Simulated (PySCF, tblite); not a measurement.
Isomers of C3H5FOSi, one GFN2-xTB conformer each. Single-point energies are computed at PBE0/pcSseg-1 (PySCF, gas phase, no added dispersion term), electronic only.

Task: Rank them by PBE0/pcSseg-1 energy, lowest first (kcal/mol).
A. `[CH2:1]=[CH:2][C:3](=[O:4])[SiH2:5][F:6]` with C1–C2–C3–O4 -175°, C2–C3–Si5–F6 48°
B. `[O:1]=[C:2]([SiH3:3])/[CH:4]=[CH:5]\[F:6]` with O1–C2–C4–C5 180°
C. `[CH2:1]=[C:2]([CH:3]=[O:4])[SiH2:5][F:6]` with C1–C2–C3–O4 180°, C1–C2–Si5–F6 0°

Result: C (0.0), A (7.9), B (48.6).

As drawn, the lowest has an Si–F bond, which the highest lacks. GFN2-xTB itself gives, in the same order: 0.0, 4.8, 43.5. Both levels put the same isomer lowest; measured from each level's own lowest isomer, the values differ by up to 5.1 kcal/mol (O=C([SiH3])/C=C\F: 43.5 against 48.6).

Task: Which frontier levels, dipoles and rotational constants go with these structures?

Result: 
```
           SMILES  HOMO (eV, PBE0/pcSseg-1)  LUMO (eV)  dipole (D)     A, B, C (MHz)
  C=C(C=O)[SiH2]F                     -7.91      -2.25        2.47  4821, 2094, 1486
  C=CC(=O)[SiH2]F                     -7.24      -2.26        2.28  3633, 2476, 1608
O=C([SiH3])/C=C\F                     -7.04      -1.97        2.92  3843, 2489, 1538
```

Task: What happens when harmonic zero-point energies from GFN2-xTB frequencies are added?

Result: 
| SMILES | ZPE (kcal/mol) | electronic (kcal/mol) | with ZPE (kcal/mol) |
| --- | --- | --- | --- |
| C=C(C=O)[SiH2]F | 43.1 | 0.0 | 0.0 |
| C=CC(=O)[SiH2]F | 43.3 | 7.9 | 8.1 |
| O=C([SiH3])/C=C\F | 41.8 | 48.6 | 47.2 |

The zero-point energies span 1.5 kcal/mol. The order is unchanged.

Task: As an exercise, what shares would exp(−E/RT) give at 2000 K from these electronic energies alone (no entropy, no degeneracies)?

Result: RT = 3.974 kcal/mol: C=C(C=O)[SiH2]F 88.0 %, C=CC(=O)[SiH2]F 12.0 %, O=C([SiH3])/C=C\F under 0.1 %.
